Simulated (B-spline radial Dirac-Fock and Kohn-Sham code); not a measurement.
**Satellites and hypersatellites of the K lines of N³⁻**

System: N³⁻ in the configuration [He] 2s2 2p6, inside a Watson sphere of charge +3 and radius 1.46 Å (a model of the Madelung potential; inside it an electron's potential energy is lowered by 29.6 eV).

Level of theory: Dirac-Fock energy differences between relaxed states, corrected for Breit and QED terms; a radial finite-basis atomic code. Each two-hole energy is an average over J within one jj subconfiguration, not an observable level; in light atoms, where LS coupling holds, the j-resolved values are not observed lines, and for a K spectator the Kα1 hypersatellite is nearly forbidden. Electron correlation is not included.

Lines without a spectator: Kα2 (K-L2) 393.8 eV, Kα1 (K-L3) 393.8 eV. Shifts in eV with one spectator hole (a dash: not computed, or left out as unreliable):

| spectator hole | Kα2 | Kα1 |
| --- | --- | --- |
| K (1s) | +65.2 | +65.3 |
| L2 (2p1/2) | +0.15 | +0.86 |
| L3 (2p3/2) | +0.85 | +0.62 |

With n spectator holes in 2p, averaged over the 2p shell (energies in eV):

```tsv
n	KαLⁿ	step	hypersatellite KαʰLⁿ
0	393.8	–	459.0
1	394.5	+0.7	460.9
2	396.3	+1.9	464.2
3	399.6	+3.3	469.0
4	404.5	+4.9	475.5
5	411.0	+6.5	483.4
```
